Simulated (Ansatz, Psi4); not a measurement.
Two rigid molecules brought together: H3N ··· HCl (SMILES N and Cl). Monomers: optimised at B3LYP-D3(BJ) (def2-TZVP), held rigid. Orientation: a higher rigid-body minimum at GFN2-xTB. The monomers approach along the line of their centres of mass (distance R); nothing else relaxes.

Geometry at R = 3.26 Å (first 4 atoms: monomer A):
```
6

N      0.0010    -0.0013     0.2791
H     -0.4513     0.8284    -0.0877
H     -0.4919    -0.8041    -0.0950
H      0.9422    -0.0230    -0.0964
Cl    -0.3221    -2.1844     2.6532
H     -0.2211    -1.1875     1.8534
```

- PBE/def2-TZVP, counterpoise-corrected (Psi4)
- CCSD(T)/aug-cc-pVTZ = CCSD(T) on RHF/aug-cc-pVTZ, frozen core, counterpoise-corrected (Ansatz, a first-principles code)

Interaction energies in kJ/mol:

| R / Å | PBE/def2-TZVP |
|---|---|
| 2.74 | -1.76 |
| 2.78 | -7.67 |
| 3.11 | -27.83 |
| 3.26 | -28.28 |
| 3.38 | -27.10 |
| 3.60 | -23.40 |
| 3.97 | -16.60 |
| 4.21 | -12.96 |
| 4.75 | -7.41 |
| 5.40 | -3.99 |
| 6.50 | -1.73 |
| 7.69 | -0.90 |

Q: Estimate the CCSD(T)/aug-cc-pVTZ values at these points.

A: 2.74: 11.04; 2.78: 4.36; 3.11: -20.99; 3.26: -22.94; 3.38: -22.65; 3.60: -20.12; 3.97: -14.54; 4.21: -11.42; 4.75: -6.62; 5.40: -3.65; 6.50: -1.62; 7.69: -0.82 (kJ/mol).
